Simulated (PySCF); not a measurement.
C3H10BrGeN.
Bonds: C1–C2, C2–N3, N3–C4, N3–Ge5, Ge5–Br6. Hydrogens: H7, H8, H9 on C1; H10, H11 on C2; H12, H13, H14 on C4; H15, H16 on Ge5.

Method used: PySCF 2.14.0, PBE0-D3(BJ)/def2-SVP geometry optimisation, gas phase.

(1) What internal coordinates does the optimisation give?

## Answers

(1) 
```
                  bond  length (Å)
                 C1–C2       1.515
                 C2–N3       1.450
                 N3–C4       1.445
                N3–Ge5       1.817
               Ge5–Br6       2.340
   C1–H7, C1–H8, C1–H9       1.101
        C2–H10, C2–H11       1.109
C4–H12, C4–H13, C4–H14       1.104
      Ge5–H15, Ge5–H16       1.530
```

Bonds in one row agree within 0.01 Å and their mean is given. A selection of angles:
```
      angle  degrees
   C2–C1–H7    111.9
   C2–C1–H8    109.8
   H7–C1–H8    107.1
   C1–C2–N3    114.6
  C1–C2–H10    109.1
  N3–C2–H10    110.4
  N3–C2–H11    107.6
 H10–C2–H11    105.7
   C2–N3–C4    112.7
  C2–N3–Ge5    122.7
  C4–N3–Ge5    117.5
  N3–C4–H12    111.0
  N3–C4–H13    110.2
  N3–C4–H14    112.8
 H12–C4–H13    107.4
 N3–Ge5–Br6    112.3
 N3–Ge5–H15    106.7
 N3–Ge5–H16    111.8
Br6–Ge5–H15    106.1
H15–Ge5–H16    114.4
```

Dihedral angles: C1–C2–N3–C4 178° (antiperiplanar); C2–N3–Ge5–Br6 -67° (synclinal). The mirror-image conformer, all signs reversed, is as good.

Of the pairs four or more bonds apart, H11···H13 is among the closest relative to their van der Waals radii: 2.40 Å, 100 % of the sum of Bondi's values. N3 (nitrogen bonded to 2 C and Ge) has angles 122.7°, 117.5° and 112.7°, sum 353.0°, 0.24 Å off the plane of its three neighbours. Ge5 (germanium bonded to Br, N and 2 H) is distorted tetrahedral (angles from 105.5° to 114.4°).

Point group: C1 (no symmetry element, even within 0.4 Å). No PBE0-D3(BJ)/def2-SVP frequencies stand behind this structure, so it isn't proved a minimum. The numbers are those of one conformer.
